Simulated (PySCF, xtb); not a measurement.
CH4ClFOSi2, SMILES F[Si@H]1OC[Si@@H]1Cl.

GFN2-xTB in xtb at its own geometry gives an orbital gap of 3.94 eV and a dipole moment of 1.51 D.

The structure is a stationary point at B3LYP-D3(BJ)/def2-SVP. The structure was generated by enumeration; whether it is a known compound was not checked.

Task: What does PBE/def2-TZVP run with PySCF give? (The exact figures need the calculation; the answer reports its results.)

Result: gap 4.83 eV (levels -6.75 and -1.92 eV), dipole 1.05 D.
